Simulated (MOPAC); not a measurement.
Input file for MOPAC: PM3 on BrGaH2 (SMILES [GaH2][Br]), a point of a bond scan (R = 1.869 Å).

```
PM3 1SCF PRECISE CHARGE=0 THREADS=1
BrGaH2

Ga    -0.62727121 1    -0.97642227 1     0.15641510 1
H      0.04081381 1    -2.15600252 1     1.44301804 1
H     -1.89600936 1    -1.10175241 1    -0.73821097 1
Br     0.61177002 1     0.95229282 1    -0.15254975 1
```

The log:

```
*******************************************************************************
 **                                                                           **
 **                              MOPAC v23.2.5                                **
 **                                                                           **
 *******************************************************************************
 ** MOPAC's Digital Object Identifier: https://doi.org/10.5281/zenodo.6511958 **
 **                                                                           **
 ** Please cite the open-source release paper for use of this MOPAC version:  **
 ** J. E. Moussa and J. J. P. Stewart (2026)                                  **
 ** MOPAC: An open-source semiempirical molecular orbital program             **
 ** J. Open Source Softw., 11(119), 8025, https://doi.org/10.21105/joss.08025 **
 *******************************************************************************

                              PM3 CALCULATION RESULTS

 *******************************************************************************
 *  PM3        - The PM3 Hamiltonian to be used
 *
 *
 *
 *                 CHARGE ON SYSTEM = 0
 *
 *
 *
 *  PRECISE    - TIGHTER CRITERIA TO BE USED
 *  1SCF       - DO 1 SCF AND THEN STOP
 *  THREADS=1  - MULTI-THREADING NOT USED
 *  T=         - A TIME OF 172800.0 SECONDS REQUESTED
 *  DUMP=N     - RESTART FILE WRITTEN EVERY 7200.0 SECONDS REQUESTED
 *******************************************************************************
PM3 1SCF PRECISE CHARGE=0 THREADS=1
 BrGaH2

   ATOM   CHEMICAL          X               Y               Z
  NUMBER   SYMBOL      (ANGSTROMS)     (ANGSTROMS)     (ANGSTROMS)

     1      Ga         -0.62727121  *  -0.97642227  *   0.15641510  *
     2       H          0.04081381  *  -2.15600252  *   1.44301804  *
     3       H         -1.89600936  *  -1.10175241  *  -0.73821097  *
     4      Br          0.61177002  *   0.95229282  *  -0.15254975  *



          CARTESIAN COORDINATES

    NO.       ATOM           X           Y           Z

     1        Ga         -0.6273     -0.9764      0.1564
     2         H          0.0408     -2.1560      1.4430
     3         H         -1.8960     -1.1018     -0.7382
     4        Br          0.6118      0.9523     -0.1525

  H: (PM3): J. J. P. STEWART, J. COMP. CHEM. 10, 209 (1989).
 Ga: (PM3): J. J. P. STEWART, J. COMP. CHEM. 12, 320-341 (1991).
 Br: (PM3): J. J. P. STEWART, J. COMP. CHEM. 10, 209 (1989).

           Empirical Formula: H2 Ga Br  =     4 atoms



      MOLECULAR POINT GROUP   :   Cs


      RHF CALCULATION, NO. OF DOUBLY OCCUPIED LEVELS = 6


 -------------------------------------------------------------------------------
 PM3 1SCF PRECISE CHARGE=0 THREADS=1
 BrGaH2



     1SCF WAS SPECIFIED, SO BFGS WAS NOT USED
     SCF FIELD WAS ACHIEVED


                              PM3 CALCULATION
                                                       MOPAC v23.2.5 Linux




          FINAL HEAT OF FORMATION =         36.11285 KCAL/MOL =     151.09618 KJ/MOL


          COSMO AREA              =         97.42 SQUARE ANGSTROMS
          COSMO VOLUME            =         80.62 CUBIC ANGSTROMS

          IONIZATION POTENTIAL    =         11.850830 EV
          HOMO LUMO ENERGIES (EV) =        -11.851 -3.462
          NO. OF FILLED LEVELS    =          6
          MOLECULAR WEIGHT        =        151.6548         POINT GROUP:  Cs

          MOLECULAR DIMENSIONS (Angstroms)

            Atom       Atom       Distance
           Br     4    H     2     3.54024
            H     3    H     2     2.65937
            H     3   Ga     1     0.00000


          SCF CALCULATIONS        =          1





   ATOM   CHEMICAL          X               Y               Z
  NUMBER   SYMBOL      (ANGSTROMS)     (ANGSTROMS)     (ANGSTROMS)

     1      Ga         -0.62727121  *  -0.97642227  *   0.15641510  *
     2       H          0.04081381  *  -2.15600252  *   1.44301804  *
     3       H         -1.89600936  *  -1.10175241  *  -0.73821097  *
     4      Br          0.61177002  *   0.95229282  *  -0.15254975  *

                             CARTESIAN COORDINATES

   1   Ga       -0.627271210    -0.976422270     0.156415100
   2    H        0.040813810    -2.156002520     1.443018040
   3    H       -1.896009360    -1.101752410    -0.738210970
   4   Br        0.611770020     0.952292820    -0.152549750


           Empirical Formula: H2 Ga Br  =     4 atoms



      MOLECULAR POINT GROUP   :   Cs


                  EIGENVALUES
 -18.76194 -16.60345 -13.63671 -13.37288 -13.03830 -11.85083  -3.46247  -2.45609
  -1.41545  -0.85650


              NET ATOMIC CHARGES AND DIPOLE CONTRIBUTIONS

  ATOM NO.   TYPE          CHARGE      No. of ELECS.   s-Pop       p-Pop
    1         Ga           0.451891        2.5481     1.27917     1.26894
    2          H           0.036322        0.9637     0.96368
    3          H           0.033561        0.9664     0.96644
    4         Br          -0.521775        7.5218     1.67456     5.84722
 DIPOLE           X         Y         Z       TOTAL
 POINT-CHG.    -3.193    -5.060     0.855     6.044
 HYBRID         0.210     0.462    -0.141     0.527
 SUM           -2.984    -4.598     0.713     5.527


          ATOMIC ORBITAL ELECTRON POPULATIONS

     Atom    s        px        py        pz
    1 Ga   1.27917   0.46126   0.37108   0.43660
    2  H   0.96368
    3  H   0.96644
    4 Br   1.67456   1.95712   1.92335   1.96675

 **********************
 *                    *
 * JOB ENDED NORMALLY *
 *                    *
 **********************




 == MOPAC DONE ==
```

The run finished.

Cost: around 0.020 core-seconds (rough).
